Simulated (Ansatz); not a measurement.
`N#[C][SnH3]`. Charge 0, multiplicity 1. Sn: def2 effective core potential.

```
atom    x (Å)    y (Å)    z (Å)
  N1   0.6873  -1.8130  -1.7369
  C2   0.3838  -1.0087  -0.9696
 Sn3  -0.1747   0.4607   0.4414
  H4  -1.1285   1.5817  -0.4001
  H5  -1.0392  -0.3552   1.6502
  H6   1.2714   1.1345   1.0150
```

Problem. What are the harmonic wavenumbers in cm⁻¹ at PBE0-D4/def2-TZVP (Ansatz, finite differences of forces, unscaled)? (An estimate is asked.)

Solution. Computed: 219, 219, 420, 519, 519, 689, 713, 713, 1992, 1998, 1998, 2321.

Problem. Is this a minimum?

Solution. Yes, all 12 modes are real.

Problem. Give the ideal-gas thermochemistry at 298.15 K and 1 bar (rigid rotor, harmonic oscillator; point group C3v, symmetry number 3).

Solution. Zero-point energy 73.7 kJ/mol; H(298) − E = 89.2 kJ/mol; entropy 291.2 J/(mol·K), of which translation 171.2, rotation 91.0, vibration 29.1; G(298) − E = 2.3 kJ/mol.

Problem. And at 400, 500, 600, 800 and 1000 K?

Solution. 
```csv
T (K),H − E (kJ/mol),S (J/mol/K),G − E (kJ/mol)
400,97.3,314.7,-28.6
500,106.1,334.4,-61.1
600,115.6,351.6,-95.4
800,136.0,380.9,-168.7
1000,158.1,405.5,-247.4
```
